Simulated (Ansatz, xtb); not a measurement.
# C2HBF−: which of two structures lies lower

Structure a is a singlet given by its coordinates and structure b is `[CH-]=C=BF`, a singlet. Both are isolated ions in the gas phase, relaxed with PBE-D3(BJ)/def2-SVPD.

a (Å):

```yaml
atoms:
  - { symbol: C, position_ang: [0.2821, -0.2992, -1.2637] }
  - { symbol: C, position_ang: [0.7112, 0.9646, -0.7748] }
  - { symbol: B, position_ang: [-0.7076, 0.4970, -0.5764] }
  - { symbol: F, position_ang: [-1.9890, 0.7089, -0.0870] }
  - { symbol: H, position_ang: [0.7962, -1.1176, -1.8187] }
```

Close contacts (Å): C1–C2 1.42, C1–B3 1.44, C2–B3 1.51, B3–F4 1.39, C1–H5 1.11.

b (Å):

```xyz
5

C     0.1781    2.0979    0.7353
C    -0.4331    1.5716   -0.2423
B    -0.9990    1.1618   -1.5964
F    -1.9214    0.1206   -1.6409
H     0.8994    2.8692    1.0239
```

Q: Estimate which is lower in electronic energy at CCSD(T)/def2-SVPD + ΔMP2/def2-TZVPPD, and by roughly how much.

A: The CCSD(T)/def2-SVPD + ΔMP2/def2-TZVPPD calculation puts structure a lower, by 0.826 eV.

Level by level:

```
                               level              geometry  E(b) − E(a) (eV)  departure from the last row (eV)  job, with rough time for the two
                            GFN2-xTB              GFN2-xTB              +0.236                            −0.590              optimisation, 0.15 s
                           HF/STO-3G              GFN2-xTB              +2.377                            +1.551               single point, 0.2 s
                 r2SCAN-D4/def2-SVPD              GFN2-xTB              +0.953                            +0.127               single point, 4.1 s
                PBE-D3(BJ)/def2-SVPD  PBE-D3(BJ)/def2-SVPD              +0.866                            +0.040                optimisation, 27 s
                        HF/def2-SVPD  PBE-D3(BJ)/def2-SVPD              +1.249                            +0.423           part of the CCSD(T) run
                       MP2/def2-SVPD  PBE-D3(BJ)/def2-SVPD              +1.035                            +0.209           part of the CCSD(T) run
                   CCSD(T)/def2-SVPD  PBE-D3(BJ)/def2-SVPD              +0.878                            +0.052                      single point
CCSD(T)/def2-SVPD + ΔMP2/def2-TZVPPD  PBE-D3(BJ)/def2-SVPD              +0.826                                                  single point, 23 s
```

None of the levels shown reverses the order. The largest departure from CCSD(T)/def2-SVPD + ΔMP2/def2-TZVPPD is that of HF/STO-3G, 1.551 eV. The last row adds to CCSD(T) the change of the MP2 difference between the two basis sets, here −0.052 eV.

With harmonic frequencies from PBE-D3(BJ)/def2-SVPD (ideal gas, rigid rotor, one conformer each, 298.15 K, 1 atm): on the last row, ΔE + ΔZPE = +0.758, ΔH = +0.785, ΔG = +0.734 eV.

The T1 diagnostic of structure b is large, so the coupled-cluster value is less sure. The correlated steps freeze 4 core orbitals. Codes used: Ansatz 0.2.0, xtb 6.7.1; the last row on 1 thread of Arm Neoverse V1 on a shared host.
